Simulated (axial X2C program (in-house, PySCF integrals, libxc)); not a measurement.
**Potential curves of TiSb, without spin–orbit coupling**

Computed with an in-house relativistic program for diatomic molecules. Spin-free means the one-electron spin-free X2C Hamiltonian. Basis: Sb dyall-cv3z [11s12p8d4f1g], Ti dyall-cv3z [10s10p6d4f2g] (cores contracted in-house); Gaussian nuclei, density fitting, unrestricted open shells. Masses: Sb 120.904 u, Ti 47.948 u.

State: M_S = 1/2, Λ = 2 (beyond evenly filled blocks: δ+α). Energies in kJ/mol from the fragments at the same level (Sb + Ti). Fits are polynomials in 1 − R0/R over 0.85 to 1.23 times the lowest point R0.

```tsv
R (Å)	PBE0
2.2333	-122.76
2.3360	-159.14
2.4130	-173.93
2.4900	-181.12
2.5670	-182.72
2.6568	-179.56
2.7467	-172.66
2.8622	-160.38
3.0034	-142.65
3.2088	-115.59
```

One determinant describes the state; a PBE0 search over occupations chose it and may have missed a lower one. De is counted from the lowest determinant-based energies of the atoms at the same level, without counterpoise correction. PBE0 can misorder states that lie within some tenths of an eV, so this need not be the ground state of the molecule. The nearest other spin-free determinant of the search, M_S = 1/2, Λ = 3, lies 0.07 eV up at the distance of the search. The functionals have no current-density term, which raises determinants with orbital currents, atoms included. The determinant is spin-polarised beyond a pure state at some levels (its spin-free form has ⟨S²⟩ too high), which makes Re and μ there less reliable.

What are Re, ωe and De at the PBE0 level?

At PBE0, spin-free: Re = 2.555 Å, ωe ≈ 242 cm⁻¹, De = 1.89 eV to Sb + Ti; Be follows as 0.0752 cm⁻¹.
